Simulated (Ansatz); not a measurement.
Consider the isomerisation: `C#CBCO` → `OCB1C=C1`.

Calculated with Ansatz (gas phase, PBE0-D4/def2-TZVP geometries, no zero-point term in ΔE). CCSD(T)/CBS is the MP2 limit (def2-TZVPP, def2-QZVPP) plus CCSD(T) − MP2 in def2-TZVPP, frozen cores. DFT in def2-TZVPP. One conformer a species, not always the lowest.

`C#CBCO`:

Cartesian coordinates in Å:
```
C -2.286 -0.631 -0.143
C -1.118 -0.698 0.164
B 0.356 -0.693 0.497
C 1.260 0.470 0.006
O 0.681 1.508 -0.748
H -3.320 -0.598 -0.399
H 0.836 -1.580 1.139
H 1.758 0.890 0.898
H 2.090 0.014 -0.562
H -0.256 1.318 -0.851
```

`OCB1C=C1`:

```xyz
10

O    -0.965   -0.953   -1.737
C    -0.762    0.277   -1.055
B     0.146    0.211    0.201
C     0.925   -0.540    1.202
C     0.869    0.795    1.340
H    -0.768   -1.664   -1.124
H    -0.337    0.989   -1.773
H    -1.730    0.714   -0.761
H     1.374   -1.388    1.703
H     1.248    1.559    2.005
```

| level | ΔE (kJ/mol) |
| --- | --- |
| revPBE-D4 | -36.0 |
| B97M-V | -44.8 |
| RPA@PBE/def2-TZVPP | -25.8 |
| MP2/CBS(def2) | -26.0 |

What does CCSD(T)/CBS give? (Estimate.)

Computed: -24.0 kJ/mol. The listed levels differ from it by -12.0, -20.8, -1.8, -2.0 kJ/mol.

What do rigid-rotor, harmonic-oscillator terms from PBE0-D4/def2-TZVP frequencies (298.15 K, 1 bar) make of the CCSD(T)/CBS value? (An estimate is asked.)

The calculation gave: ΔZPE = +8.3 kJ/mol, ΔH = -16.8 kJ/mol, ΔS = -7 J/(mol·K), ΔG = -14.8 kJ/mol.

Largest T1 diagnostic among the species: 0.013.

Leaving LDA and LC-ωPBE aside and taking each functional with its dispersion term where it has one, the values, not all of them listed here, spread over 36.2 kJ/mol, from PBE0-D4 to BLYP-D4. LDA lies −13.2 kJ/mol from PBE without D4. From BLYP to BHLYP (50 % exact exchange), in def2-TZVPP and without D4, ΔE moves by −18.5 kJ/mol.
